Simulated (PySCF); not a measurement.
Input of a run (PBE0-D3(BJ)/def2-SVP geometry optimisation, gas phase, def2 core potentials past Kr (PySCF 2.14.0)), started from GFN2-xTB:
```
{"job": {"xc": "PBE0", "basis": "def2-SVP", "d3": "d3bj", "grid": 1, "maxiter": 30, "shake": 0.03, "kind": "geom"}, "charge": 0, "multiplicity": 1}
Zr     0.061110    -0.076780     0.012480
Cl    -0.006540    -0.027920     2.244830
Cl     2.058660     0.003360    -0.786110
Cl    -0.969910     1.846910    -0.744350
Cl    -1.068460    -1.856050    -0.788970
```

Output (energies in Eh, forces in Eh/bohr):
```
step   0  E = -1886.97780862  max force = 0.073993
step   1  E = -1886.99377513  max force = 0.009224
step   2  E = -1886.99470305  max force = 0.002959
step   3  E = -1886.99477871  max force = 0.000896
step   4  E = -1886.99478800  max force = 0.001295
step   5  E = -1886.99479956  max force = 0.000915
step   6  E = -1886.99481093  max force = 0.000462
step   7  E = -1886.99481715  max force = 0.000406
step   8  E = -1886.99482209  max force = 0.000343
optimisation converged
```

Task: Summarise the run.

Result: The energy falls by 0.463 eV over 9 energy and gradient evaluations, the largest force component goes from 0.0740 to 3.4e-04 Eh/bohr, and the atoms move by 0.099 Å rms after alignment. The bond that changes most is Zr1–Cl3 (ends: zirconium bonded to 4 Cl; chlorine bonded to Zr), which lengthens by 0.166 Å. Bonds longer at the end by more than 0.005 Å: 4 of 4; shorter: 0. Among the angles that change most is Cl2–Zr1–Cl4, from 107.2° to 111.5°. The energy never rose by more than 1e-6 Eh on the way. The first step brought 94 % of the lowering.

Task: What are the final bond lengths?

Result: Zr1–Cl2 2.327 Å, Zr1–Cl3 2.319 Å, Zr1–Cl4 2.321 Å, Zr1–Cl5 2.317 Å. Numbering counts from 1 in the input's order; the species is `[Cl][Zr]([Cl])([Cl])[Cl]`.

The run used 103 basis functions and 66 SCF cycles in all.

Not checked by PBE0-D3(BJ)/def2-SVP frequencies.
